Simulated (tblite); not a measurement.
Species: C5H6F3O2S (charge -1).
Numbering: `[CH2:1]=[CH:2][CH2:3][C@@H:4]([S@:5](=[O:6])[O-:7])[C:8]([F:9])([F:10])[F:11]` (hydrogens: H12, H13 on C1; H14 on C2; H15, H16 on C3; H17 on C4)

Geometry (GFN2-xTB, Å), atoms numbered from 1 in this order:
```
atom  x, y, z in Å
C1     2.410    0.871   -0.530
C2     1.674   -0.196   -0.274
C3     0.490   -0.215    0.632
C4    -0.794   -0.571   -0.092
S5    -2.149   -0.927    1.382
O6    -2.059    0.316    2.169
O7    -1.452   -2.062    2.027
C8    -1.289    0.476   -1.014
F9    -1.236    1.730   -0.551
F10   -0.615    0.537   -2.222
F11   -2.574    0.272   -1.398
H12    2.201    1.822   -0.067
H13    3.245    0.845   -1.212
H14    1.899   -1.138   -0.761
H15    0.615   -0.979    1.408
H16    0.357    0.750    1.124
H17   -0.731   -1.517   -0.632
```

Computed with GFN2-xTB (tblite): harmonic, unscaled wavenumbers at the GFN2-xTB geometry, gas phase. The method is semi-empirical: single wavenumbers can be off by several per cent or more. One conformer, not necessarily the lowest.

Harmonic wavenumbers (cm⁻¹): 29.7, 41.1, 54.8, 64.9, 91.1, 123.3, 206.1, 219.9, 253.7, 276.7, 377.3, 411.1, 443.2, 464.8, 493.5, 521.7, 587.7, 601.6, 686.9, 792.6, 873.4, 884.3, 921.7, 961.3, 989.0, 1015.4, 1024.5, 1054.9, 1071.6, 1117.5, 1138.6, 1194.5, 1208.4, 1272.9, 1297.2, 1330.9, 1420.9, 1467.7, 1709.2, 2927.6, 2976.5, 2991.4, 3030.9, 3077.8, 3105.8.

A = 1224, B = 786.5, C = 585.4 MHz; mass 187.004 u (most abundant isotopes); point group C1, symmetry number 1.

Problem. Zero-point energy?

Solution. ½Σν̃ = 23403 cm⁻¹ = 66.91 kcal/mol.

Problem. Give the ideal-gas entropy at 350 K and 1 bar in the rigid-rotor, harmonic-oscillator model (classical rotation).

Solution. Translation 42.41, rotation 31.20, vibration 47.67: S = 121.3 cal/(mol K).

Problem. And Cp and H(350 K) − H(0)?

Solution. Cp = 48.79 cal/(mol K), of which vibrations give 40.85 (their classical limit is 45 R = 89.4); H(350 K) − H(0) = 10.69 kcal/mol without the zero-point energy, 7.91 from vibrations.

Problem. Which modes carry the vibrational entropy at 350 K?

Solution. 29.7 cm⁻¹: 6.17; 41.1 cm⁻¹: 5.52; 54.8 cm⁻¹: 4.95; 64.9 cm⁻¹: 4.62; 91.1 cm⁻¹: 3.95; 123.3 cm⁻¹: 3.36 cal/(mol K); the other 39 give 19.09 together.

Problem. What must be added to the electronic energy to get the Gibbs energy at 350 K and 1 bar?

Solution. ZPE + [H(350 K) − H(0)] − T·S = 66.91 + 10.69 − 42.45 = 35.15 kcal/mol.

Hindered rotation and anharmonicity are outside this model. Other conformers, if any are populated, would add a mixing term that is left out. The structure is chiral; the term R ln 2 for an equal mix with its mirror image is left out.
